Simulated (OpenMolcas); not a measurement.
Ti2+, Zr2+, Hf2+: d2 down the group

| Property | Result |
| --- | --- |
| Program | OpenMolcas 26.06 |
| Method | XMS-CASPT2, IPEA 0.25 Eh, imaginary shift 0.1 Eh |
| Basis | ANO-RCC-VTZP |
| Scalar Hamiltonian | DKH2, point nucleus |
| Spin-orbit coupling | state interaction with AMFI integrals over the reference wave functions, term energies averaged over their components |

Active space for each ion: 2 electrons in 10 orbitals (d d); closed shells correlated by CASPT2: Ti2+ 3s 3p; Zr2+ 4s 4p; Hf2+ 5s 5p.

Computed levels in cm-1 above 3F2:

| Level | Ti2+ | Zr2+ | Hf2+ |
| --- | --- | --- | --- |
| 3F3 | 195 | 690 | 3100 |
| 3F4 | 448 | 1509 | 6130 |
| 1D2 | 8970 | 6510 | 10080 |
| 3P0 | 11160 | 8420 | 9710 |
| 3P1 | 11230 | 8680 | 11240 |
| 3P2 | 11360 | 9220 | 14780 |
| 1G4 | 15080 | 11710 | 15120 |
| 1S0 | 33830 | 24810 | 30700 |
| weight of 3F in the lowest level (%) | 100 | 99 | 95 |

Mixed levels, with the weight of the term that names them: Hf2+ 1D2 (56 %), Hf2+ 3P2 (59 %).

Measured, with the error of the calculation in %. Measured levels: Ti2+ from Corliss and Sugar, J. Phys. Chem. Ref. Data 8, 1 (1979); Zr2+ from Moore, Atomic Energy Levels, vol. II, NSRDS-NBS 35 (1971 reprint of NBS Circular 467, 1952); NIST levels as listed in Rynkun, Gaigalas and Jonsson, Astron. Astrophys. 637, A10 (2020).

```tsv
Level	Ti2+	Zr2+
3F3	185 (+5.4)	681 (+1.3)
3F4	420 (+6.6)	1486 (+1.5)
1D2	8474 (+5.8)	5742 (+13.4)
3P0	10538 (+5.9)	8062 (+4.4)
3P1	10604 (+5.9)	8326 (+4.2)
3P2	10721 (+6.0)	8838 (+4.4)
1G4	14398 (+4.8)	11049 (+6.0)
1S0	32476 (+4.2)	23979 (+3.5)
```

The fine-structure level 3F4 changes by a factor of 13.7 from Ti2+ to Hf2+.

Without spin-orbit coupling 1D lies 8720, 5690, 7470 cm-1 above 3F in that order; the difference to the level 1D2, of either sign, comes from spin-orbit coupling, which also lowers the zero.

CASPT2 breaks the degeneracy within a term, and the mean is taken; among the terms shown or strongly mixed into the levels shown the widest spread is 1100 cm-1 (4d2 1G, Zr2+). Active for correlation alone: 4d; no level in the range computed is led by a configuration that fills it, so any true level of that kind is missing (holds for Ti2+). Active for correlation alone: 5d; no level in the range computed is led by a configuration that fills it, so any true level of that kind is missing (holds for Zr2+). Active for correlation alone: 6d; no level in the range computed is led by a configuration that fills it, so any true level of that kind is missing (holds for Hf2+). Computed and measured levels are paired by configuration, term and J; levels that our copy of the source lacks, or whose pairing is in doubt (as where it misses far off the trend of its configuration), stay unpaired and out of the deviations. Levels of configurations outside the active space are missing.
